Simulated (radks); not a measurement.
Spherical quantum dot in the effective-mass picture: electrons in a parabolic well V = omega^2 r^2 / 2 with omega = 0.462, with a point charge +1 (a donor) at the centre, all in effective atomic units (hartree* = m*/eps^2 hartree, bohr* = eps/m* bohr), one dielectric constant everywhere. Calculated with a radial shooting solver with Libxc functionals: non-relativistic Kohn-Sham, LDA (Slater exchange, Perdew-Wang correlation), spin-polarised, spherical densities. Levels are named by radial order and angular momentum (1s, 1p, 1d, 2s, ...), and open shells are averaged over m. Results are scaled to m* = 0.108 and eps = 10.8, for which hartree* = 25.2 meV and bohr* = 5.292 nm. Each electron was tried in the lowest free levels, single moves between levels near the top were tried too, and the lowest total energy was kept; such a search can miss a lower state. At N = 1 the Hartree and exchange-correlation terms need not cancel, so that row can carry a self-interaction error.

| N | open shells | 2S | E (meV) | mu = E(N) - E(N-1) (meV) | addition energy mu(N+1) - mu(N) (meV) | e(HOMO) (meV) |
|---|---|---|---|---|---|---|
| 1 | 1s(up 1, down 0) | 1 | -6.32777 | -6.3278 | 17.42 | 0.78704 |
| 2 | none | 0 | 4.75946 | 11.087 | 26.52 | 17.142 |
| 3 | 1p(up 1, down 0) | 1 | 42.3709 | 37.611 | 8.172 | 41.667 |
| 4 | 1p(up 2, down 0) | 2 | 88.1548 | 45.784 | 8.147 | 49.886 |
| 5 | 1p(up 3, down 0) | 3 | 142.085 | 53.931 | 9.899 | 57.938 |
| 6 | 1p(up 3, down 1) | 2 | 205.915 | 63.829 | 7.176 | 67.409 |
| 7 | 1p(up 3, down 2) | 1 | 276.920 | 71.005 | 7.140 | 74.592 |
| 8 | none | 0 | 355.066 | 78.145 | 11.65 | 81.676 |
| 9 | 2s(up 1, down 0) | 1 | 444.861 | 89.795 | 7.443 | 93.094 |
| 10 | none | 0 | 542.099 | 97.238 | 8.146 | 100.51 |
| 11 | 1d(up 1, down 0) | 1 | 647.484 | 105.38 | 6.001 | 108.40 |
| 12 | 1d(up 2, down 0) | 2 | 758.869 | 111.39 | 5.929 | 114.36 |
| 13 | 1d(up 3, down 0) | 3 | 876.184 | 117.31 | 5.851 | 120.25 |
| 14 | 1d(up 4, down 0) | 4 | 999.350 | 123.17 | 5.772 | 126.07 |
| 15 | 1d(up 5, down 0) | 5 | 1128.29 | 128.94 | 6.979 | 131.80 |
| 16 | 1d(up 5, down 1) | 4 | 1264.21 | 135.92 | 5.472 | 138.66 |
| 17 | 1d(up 5, down 2) | 3 | 1405.60 | 141.39 | 5.424 | 144.11 |
| 18 | 1d(up 5, down 3) | 2 | 1552.41 | 146.81 | 5.370 | 149.51 |
| 19 | 1d(up 5, down 4) | 1 | 1704.59 | 152.18 | 5.314 | 154.85 |
| 20 | none | 0 | 1862.09 | 157.50 | 10.99 | 160.14 |
| 21 | 1f(up 1, down 0) | 1 | 2030.58 | 168.49 | 4.966 | 170.98 |
| 22 | 1f(up 2, down 0) | 2 | 2204.04 | 173.46 | 4.926 | 175.93 |
| 23 | 1f(up 3, down 0) | 3 | 2382.43 | 178.38 | 4.886 | 180.83 |
| 24 | 1f(up 4, down 0) | 4 | 2565.70 | 183.27 | 4.845 | 185.70 |
| 25 | 1f(up 5, down 0) | 5 | 2753.81 | 188.12 | 4.805 | 190.52 |
| 26 | 1f(up 6, down 0) | 6 | 2946.73 | 192.92 | 4.765 | 195.31 |
| 27 | 1f(up 7, down 0) | 7 | 3144.42 | 197.69 | 5.806 | 200.05 |
| 28 | 1f(up 7, down 1) | 6 | 3347.91 | 203.49 | 4.613 | 205.80 |
| 29 | 1f(up 7, down 2) | 5 | 3556.01 | 208.10 | 4.584 | 210.40 |
| 30 | 1f(up 7, down 3) | 4 | 3768.70 | 212.69 | 4.554 | 214.97 |
| 31 | 1f(up 7, down 4) | 3 | 3985.95 | 217.24 | 4.524 | 219.51 |
| 32 | 1f(up 7, down 5) | 2 | 4207.71 | 221.77 | 4.493 | 224.02 |
| 33 | 1f(up 7, down 6) | 1 | 4433.97 | 226.26 | 4.462 | 228.50 |
| 34 | none | 0 | 4664.69 | 230.72 | 5.418 | 232.94 |
| 35 | 2p(up 1, down 0) | 1 | 4900.83 | 236.14 | 4.497 | 238.39 |
| 36 | 2p(up 2, down 0) | 2 | 5141.47 | 240.64 | 4.481 | 242.88 |
| 37 | 2p(up 3, down 0) | 3 | 5386.59 | 245.12 | 5.124 | 247.35 |
| 38 | 2p(up 3, down 1) | 2 | 5636.83 | 250.24 | 4.377 | 252.43 |
| 39 | 2p(up 3, down 2) | 1 | 5891.45 | 254.62 | 4.362 | 256.80 |
| 40 | none | 0 | 6150.43 | 258.98 | 6.669 | 261.15 |
| 41 | 1g(up 1, down 0) | 1 | 6416.08 | 265.65 | 4.113 | 267.71 |
| 42 | 1g(up 2, down 0) | 2 | 6685.84 | 269.76 | 4.092 | 271.81 |
| 43 | 1g(up 3, down 0) | 3 | 6959.69 | 273.85 | 4.070 | 275.89 |
| 44 | 1g(up 4, down 0) | 4 | 7237.62 | 277.92 | - | 279.95 |

All shells are closed at N = 2, 8, 10, 20, 34, 40 (there: 1s2 1p6 1d10 2s2 1f14 2p6); the second difference of the energy has clear peaks (12 % above both neighbours; the first and last values, which can be the largest, are not judged, and half-filled shells can peak too) at N = 2, 5, 8, 15, 20, 27, 34, 37, 40.
